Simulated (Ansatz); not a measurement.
[RuO3N]- (RuNO₃⁻). Total charge -1; singlet. Geometry PBE-D4/def2-SVPD, basis def2-TZVPD, Ansatz.

Cartesian coordinates in Å:
```
Ru -0.0018 -0.0001 -0.0001
O -0.4800 -1.6721 -0.1463
O -0.6440 0.6909 1.4682
O -0.5397 0.9110 -1.3880
N 1.6654 0.0703 0.0662
```

```tsv
run	HOMO (eV)	LUMO (eV)
A	-3.25	1.57
B	-1.57	1.11
C	-3.03	1.63
D	-1.82	0.88
E	-5.36	3.60
```

In the def2 sets Ru takes a core potential; there is no spin–orbit coupling.

Problem. The runs used LDA (SPW92), PBE, PBE0, r2SCAN0, ωB97X-V. Estimate which is which.

Solution. A r2SCAN0 (25 % exact exchange); B PBE (0 % exact exchange); C PBE0 (25 % exact exchange); D LDA (SPW92) (0 % exact exchange); E ωB97X-V (range-separated). Exact exchange lowers occupied and raises empty levels; among semilocal functionals meta-GGAs tend to open the gap a little, and such runs are hard to tell apart. The gap grows from 2.69 eV (PBE) to 8.96 eV (ωB97X-V). The restricted singlet is unstable towards broken spin symmetry in Hartree–Fock (as tested in another run); at r2SCAN0-D4/def2-TZVPD, PBE-D4/def2-TZVPD, PBE0-D4/def2-TZVPD, LDA (SPW92)/def2-TZVPD and others this wasn't settled.
